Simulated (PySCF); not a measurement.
## Computed structure and properties of [Er(H2O)8]3+

System: [Er(H2O)8]3+ (singlet in the valence; each metal's 4f electrons, 11 of them, lie in its core potential, out of spins and levels; a saddle point, relaxed within its symmetry); start: template (D4d). Method: PySCF 2.14.0, RKS B3LYP, Er lcecp-1-SVP with ECP57, O def2-SVP, H def2-SVP; non-relativistic Hamiltonian with scalar-relativistic core potentials where named; density fitting; no spin-orbit coupling.

Input of the relaxation:

```python
mol = gto.M(atom='''
Er    -0.00000     0.00000    -0.00000
O      2.11112    -0.00002     1.26770
H      2.22048    -0.00002     2.23160
H      3.01328    -0.00003     0.91140
O      0.00002     2.11112     1.26770
H      0.00002     2.22048     2.23160
H      0.00003     3.01328     0.91140
O     -2.11112     0.00002     1.26770
H     -2.22048     0.00002     2.23160
H     -3.01328     0.00003     0.91140
O     -0.00002    -2.11112     1.26770
H     -0.00002    -2.22048     2.23160
H     -0.00003    -3.01328     0.91140
O      1.49280     1.49277    -1.26770
H      2.13074     2.13069    -0.91140
H      1.57013     1.57010    -2.23160
O     -1.49277     1.49280    -1.26770
H     -2.13069     2.13074    -0.91140
H     -1.57010     1.57013    -2.23160
O     -1.49280    -1.49277    -1.26770
H     -2.13074    -2.13069    -0.91140
H     -1.57013    -1.57010    -2.23160
O      1.49277    -1.49280    -1.26770
H      2.13069    -2.13074    -0.91140
H      1.57010    -1.57013    -2.23160''',
    basis={'Er': 'lcecp-1-SVP', 'O': 'def2-SVP', 'H': 'def2-SVP'},
    ecp={'Er': 'lcecp-1-SVP'},
    charge=3, spin=0)
mf = dft.RKS(mol, xc='B3LYP')
mf.grids.atom_grid = (50, 194)  # f atoms: unpruned, at least (60, 302)
mf = mf.density_fit()  # fitting sets: Er AutoAux, O def2-universal-JKFIT, H def2-universal-JKFIT
mf.conv_tol = 1e-08; mf.max_cycle = 55
mf.kernel(dm0)  # dm0: converged density of the start geometry
# quasi-Newton relaxation in Cartesian coordinates to a largest gradient under 0.00045 Eh/bohr, steps kept in the point group
```

Run from Python with OMP_NUM_THREADS=4; the lines above give its settings. Where DIIS fails, smearing, a level shift and second-order steps follow.
It took 2.9 min on 4 threads of Arm Neoverse V1 (shared host), from the converged density of the start.

Course of the relaxation:

```csv
step,energy above end (eV),largest force component within the symmetry (eV/Å)
0,0.0681,0.527
1,0.0351,0.138
2,0.0149,0.131
3,0.0061,0.118
4,0.0024,0.062
5,0.0013,0.012
6,0.0006,0.021
7,0.0001,0.022
8,0.0000,0.010
9,0.0000,0.003
```

Relaxed geometry (D4d):

```xyz
25

Er    0.0000    0.0000    0.0000
O     2.0874    0.0000    1.2454
H     2.2678    0.0000    2.2035
H     2.9701    0.0000    0.8324
O     0.0000    2.0874    1.2454
H     0.0000    2.2678    2.2035
H     0.0000    2.9701    0.8324
O    -2.0874    0.0000    1.2454
H    -2.2678    0.0000    2.2035
H    -2.9701    0.0000    0.8324
O     0.0000   -2.0874    1.2454
H     0.0000   -2.2678    2.2035
H     0.0000   -2.9701    0.8324
O     1.4760    1.4760   -1.2454
H     2.1002    2.1002   -0.8324
H     1.6036    1.6036   -2.2035
O    -1.4760    1.4760   -1.2454
H    -2.1002    2.1002   -0.8324
H    -1.6036    1.6036   -2.2035
O    -1.4760   -1.4760   -1.2454
H    -2.1002   -2.1002   -0.8324
H    -1.6036   -1.6036   -2.2035
O     1.4760   -1.4760   -1.2454
H     2.1002   -2.1002   -0.8324
H     1.6036   -1.6036   -2.2035
```

| contact | Å |
| --- | --- |
| Er1–O2 (H2O) | 2.431 |
| Er1–O5 (H2O) | 2.431 |
| Er1–O8 (H2O) | 2.431 |
| Er1–O11 (H2O) | 2.431 |
| Er1–O14 (H2O) | 2.431 |
| Er1–O17 (H2O) | 2.431 |
| Er1–O20 (H2O) | 2.431 |
| Er1–O23 (H2O) | 2.431 |

On the finer grid (75, 302):

The HOMO is -20.36 eV, the LUMO is -12.51 eV and the dipole about the centre of mass is 0.00 D. The set of Mulliken populations of Er1 outside the core potential is s 2.30, p 6.52, d 1.26, f 0.04. The D3(BJ) dispersion energy (not in the energies) is -0.941 eV.

| atom | Mulliken (e) | Löwdin (e) | spin (e) |
| --- | --- | --- | --- |
| Er1 | 0.87 | 0.52 | 0.00 |
| O2 | -0.27 | -0.01 | 0.00 |
| H3 | 0.27 | 0.16 | 0.00 |
| H4 | 0.27 | 0.16 | 0.00 |
| O5 | -0.27 | -0.01 | 0.00 |
| H6 | 0.27 | 0.16 | 0.00 |
| H7 | 0.27 | 0.16 | 0.00 |
| O8 | -0.27 | -0.01 | 0.00 |
| H9 | 0.27 | 0.16 | 0.00 |
| H10 | 0.27 | 0.16 | 0.00 |
| O11 | -0.27 | -0.01 | 0.00 |
| H12 | 0.27 | 0.16 | 0.00 |
| H13 | 0.27 | 0.16 | 0.00 |
| O14 | -0.27 | -0.01 | 0.00 |
| H15 | 0.27 | 0.16 | 0.00 |
| H16 | 0.27 | 0.16 | 0.00 |
| O17 | -0.27 | -0.01 | 0.00 |
| H18 | 0.27 | 0.16 | 0.00 |
| H19 | 0.27 | 0.16 | 0.00 |
| O20 | -0.27 | -0.01 | 0.00 |
| H21 | 0.27 | 0.16 | 0.00 |
| H22 | 0.27 | 0.16 | 0.00 |
| O23 | -0.27 | -0.01 | 0.00 |
| H24 | 0.27 | 0.16 | 0.00 |
| H25 | 0.27 | 0.16 | 0.00 |

The 4f levels lie in the core potential and are missing. Their spin isn't counted.

On the grid (50, 194), as all that follows. Harmonic modes: 6 unstable, so a saddle point once the symmetry is let go (counted below −25 cm⁻¹); lowest -349 cm⁻¹ (negative: unstable), highest 3787 cm⁻¹, zero-point energy 5.315 eV.

Taking off one H2O (charge 0, singlet; the rest: singlet) in vacuum, both parts rigid, costs 1.99 eV; the small basis without counterpoise inflates it. Parting with an electron moved from the ligand to the metal can be far cheaper, even downhill.

One start shape was tried, so this needn't be the lowest isomer.

An lcecp potential fixes the number of 4f electrons, so in runs with it no electron can move into or out of that shell.
